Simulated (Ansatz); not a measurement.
Basis sets compared for the cluster Li₅H₁₀⁻. Charge -1, multiplicity 1. Geometry PBE-D4/def2-TZVPD. Ansatz on 4 threads of Arm Neoverse V2 on a shared host; times are rough, and most runs start from earlier orbitals.

Cartesian coordinates in Å:
```
Li -0.772 1.467 -1.162
Li 0.743 0.673 0.794
Li 1.680 -1.087 -0.657
Li -0.772 -1.089 -0.669
Li -1.881 0.800 0.786
H -2.521 -0.037 2.431
H 3.481 -0.364 -1.282
H -0.693 2.169 0.533
H 0.474 -2.366 -1.080
H 2.379 -0.148 0.742
H -3.130 0.423 2.504
H 0.543 0.337 -1.153
H -0.747 -0.480 1.154
H -2.232 0.375 -0.959
H 3.446 -0.673 -1.980
```

B3LYP takes the VWN-RPA correlation. In the singlet, H7 and H15 lie 0.76 Å apart, H6 and H11 lie 0.77 Å apart (atoms count from 1), so H2 has formed as a molecule. The structure comes from a short search, and lower isomers may exist.

| level | functions | energy (Eh) | HOMO (eV) | LUMO (eV) | wall time |
| --- | --- | --- | --- | --- | --- |
| HF/6-31G | 65 | -42.9828 | -4.30 | 4.15 | 0.26 s |
| PBE-D4/def2-SVPD | 140 | -43.4427 | -0.62 | 2.13 | 1.3 s |
| B3LYP-D4/6-31G | 65 | -43.6721 | -1.51 | 2.78 | 0.86 s |
| PBE0-D4/def2-SVPD | 140 | -43.4779 | -1.64 | 2.48 | 1.4 s |

Problem. Estimate the rows for HF/def2-TZVPD, PBE-D4/def2-TZVPD (with forces), B3LYP-D4/def2-TZVPD, PBE0-D4/def2-TZVPD.

Solution. 
| level | functions | energy (Eh) | HOMO (eV) | LUMO (eV) | wall time |
| --- | --- | --- | --- | --- | --- |
| HF/def2-TZVPD | 175 | -43.0329 | -4.30 | 2.93 | 0.55 s |
| PBE-D4/def2-TZVPD (with forces) | 175 | -43.4840 | -0.65 | 2.04 | 1.9 s |
| B3LYP-D4/def2-TZVPD | 175 | -43.7197 | -1.52 | 2.21 | 2 s |
| PBE0-D4/def2-TZVPD | 175 | -43.5167 | -1.67 | 2.34 | 1.7 s |
